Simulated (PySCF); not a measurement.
Si(All)(F)(H)2 (C3H7FSi), SMILES C=CC[SiH2]F. The structure is a stationary point at PBE-D3(BJ)/def2-SVP. One conformer was computed; it need not be the lowest.

Computed equilibrium geometry at PBE-D3(BJ)/def2-SVP (PySCF confirms it by a frequency run) as bond lengths and angles (one conformer of several):
Atoms: Si1 F2 C3 C4 C5 H6 H7 H8 H9 H10 H11 H12. Bonds (Å): Si1–F2 1.645, Si1–C3 1.891, Si1–H6 1.501, Si1–H7 1.502, C3–C4 1.501, C3–H8 1.110, C3–H9 1.110, C4–C5 1.347, C4–H10 1.105, C5–H11 1.103, C5–H12 1.101. Bond angles (°): F2–Si1–C3 110.4, F2–Si1–H6 108.1, F2–Si1–H7 107.9, C3–Si1–H6 109.5, C3–Si1–H7 110.2, H6–Si1–H7 110.8, Si1–C3–C4 107.6, Si1–C3–H8 109.0, Si1–C3–H9 108.3, C4–C3–H8 112.0, C4–C3–H9 111.9, H8–C3–H9 108.0, C3–C4–C5 125.5, C3–C4–H10 115.9, C5–C4–H10 118.4, C4–C5–H11 121.5, C4–C5–H12 121.3, H11–C5–H12 117.1.
Charge 0, spin multiplicity 1.
